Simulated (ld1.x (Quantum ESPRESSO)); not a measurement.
An all-electron radial function and its pseudo partner (K (Z = 19))

Columns: radius, all-electron u(r) and pseudo u(r) of the 3p shell (level -20.28 eV) of potassium in the configuration [Ne] 3s2 3p6 3d0 4s0 4p1; PBEsol, scalar-relativistic, TM scheme, ld1.x (Quantum ESPRESSO) 7.5.

```
r (bohr)  all-electron   pseudo
   0.210        0.4360  -0.0789
   0.420        0.0797  -0.2852
   0.630       -0.4222  -0.5403
   0.840       -0.7450  -0.7535
   1.050       -0.8772  -0.8668
   1.260       -0.8802  -0.8755
   1.470       -0.8128  -0.8121
   1.680       -0.7149  -0.7149
   1.890       -0.6094  -0.6094
   2.100       -0.5085  -0.5085
   2.310       -0.4180  -0.4180
   2.520       -0.3398  -0.3398
   2.730       -0.2740  -0.2740
   2.940       -0.2197  -0.2197
   3.150       -0.1754  -0.1754
   3.360       -0.1394  -0.1394
   3.570       -0.1104  -0.1104
   3.780       -0.0872  -0.0872
   3.990       -0.0690  -0.0690
   4.200       -0.0546  -0.0546
   4.410       -0.0432  -0.0432
   4.620       -0.0341  -0.0341
   4.830       -0.0269  -0.0269
   5.040       -0.0212  -0.0212
   5.250       -0.0167  -0.0167
   5.460       -0.0132  -0.0132
```

Problem. How many radial nodes do the two functions have?

Solution. The all-electron 3p function has n − l − 1 = 1; the pseudo-wave has 0, since the states of the same l below it are removed with the core.

Problem. At about which radius was the pseudo-wave matched?

Solution. 1.90 bohr. The columns agree to 0.0005 from 1.68 bohr on; several derivatives are matched, so the curves merge somewhat inside the radius.

Problem. Where does each function peak?

Solution. Outermost all-electron maximum near 1.26 bohr, pseudo maximum near 1.26 bohr (to the table’s step).

Problem. Is the pseudo-wave norm-conserving?

Solution. Yes: the TM scheme keeps the norm inside the radius equal to the all-electron one, which fixes the energy derivative of the logarithmic derivative at the level.
